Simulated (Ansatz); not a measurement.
Start from `FB[O][GeH3]` and change one element to get `COBF`.

Ansatz, PBE0-D4/def2-TZVP geometries, multiplicity 1. Each molecule was computed in one conformer, which needn't be the lowest.

Scalar relativity is left out up to krypton.

| property | `FB[O][GeH3]` |
| --- | --- |
| zero-point energy (PBE0-D4/def2-TZVP) / kJ/mol | 114.9 |
| size of the dipole moment (PBE/def2-TZVPP) / D | 2.72 |
| LUMO energy (PBE0/def2-TZVPP) / eV | -0.03 |
| HOMO energy (PBE0/def2-TZVPP) / eV | -9.27 |
| ideal-gas entropy at 298 K and 1 bar (rigid rotor, harmonic PBE0-D4/def2-TZVP) / J/(mol·K) | 329 |
| LUMO energy (ωB97M-V/def2-TZVPP) / eV | 1.74 |

Question: What does the change do to each property? (An estimate is asked.)

Answer: Computed: 
```json
{"property": "zero-point energy (PBE0-D4/def2-TZVP) / kJ/mol", "`COBF`": "153.6", "shift": "38.7"}
{"property": "size of the dipole moment (PBE/def2-TZVPP) / D", "`COBF`": "2.42", "shift": "-0.30"}
{"property": "LUMO energy (PBE0/def2-TZVPP) / eV", "`COBF`": "0.38", "shift": "0.41"}
{"property": "HOMO energy (PBE0/def2-TZVPP) / eV", "`COBF`": "-9.31", "shift": "-0.04"}
{"property": "ideal-gas entropy at 298 K and 1 bar (rigid rotor, harmonic PBE0-D4/def2-TZVP) / J/(mol·K)", "`COBF`": "291", "shift": "-38"}
{"property": "LUMO energy (ωB97M-V/def2-TZVPP) / eV", "`COBF`": "2.17", "shift": "0.43"}
```

Dipoles are sizes alone; their direction can turn.
